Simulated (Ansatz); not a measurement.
`FC[B](Cl)[GaH2]` + `N#CO` → `N#C[O][GaH2]` + `FCBCl` at 298.15 K and 1 bar (cleavage of the Ga–B bond).

Program: Ansatz. Geometries: PBE0-D4/def2-TZVP. ΔE: electronic, gas phase. CCSD(T)/CBS is the MP2 limit (def2-TZVPP, def2-QZVPP) plus CCSD(T) − MP2 in def2-TZVPP, frozen cores. This one scheme is used for every species. For Ga outer-core shells are correlated without core-valence functions, which leaves a few kJ/mol of doubt a bond. Scalar relativity is left out up to krypton. Each species was taken in one conformer, which may not be the lowest.

```csv
species,CCSD(T)/CBS energy (Eh),H − E (kJ/mol),S (J/(mol·K))
`FC[B](Cl)[GaH2]`,-2548.76454,148.0,370.7
`N#CO`,-168.48100,68.5,241.1
`N#C[O][GaH2]`,-2093.04540,84.9,310.0
`FCBCl`,-624.24106,128.7,297.9
```

H − E and S are ideal-gas, rigid-rotor, harmonic terms from PBE0-D4/def2-TZVP, for one conformer and one mirror image of each species. 1 Eh = 2625.50 kJ/mol, R = 8.31446 J/(mol·K).

**Question.** By hand: ΔE, ΔH, ΔS and ΔG.

**Answer.** ΔE = (-2093.04540) + (-624.24106) − (-2548.76454) − (-168.48100) = -0.04092 Eh = -107.4 kJ/mol. Δ(H − E) = 84.9 + 128.7 − 148.0 − 68.5 = -2.9, so ΔH = -110.3 kJ/mol. ΔS = 310.0 + 297.9 − 370.7 − 241.1 = -3.9 J/(mol·K). ΔG = -110.3 − 298.15 × (-3.9)/1000 = -109.1 kJ/mol.

**Question.** By hand: the equilibrium constant, and the temperature at which ΔG would vanish if ΔH and ΔS stayed fixed.

**Answer.** log₁₀ K = −ΔG/(RT ln 10) = 19.1. ΔG = 0 at ΔH/ΔS = 28282 K, far beyond where these terms or the molecules hold.

The number of gas molecules stays the same, so ΔS is small and ΔH decides. A doubt of 5 kJ/mol in ΔE shifts log₁₀ K by 0.9 here. Other conformers and mirror images would add mixing entropy, several J/(mol·K) or more a flexible species. Modes under 60 cm⁻¹, often nearly free rotors, make the harmonic entropy too high. These are equilibria of isolated gas molecules and say nothing of rates. Largest T1 diagnostic: 0.015 (customary marks: 0.02 for closed shells, 0.045 for open ones).
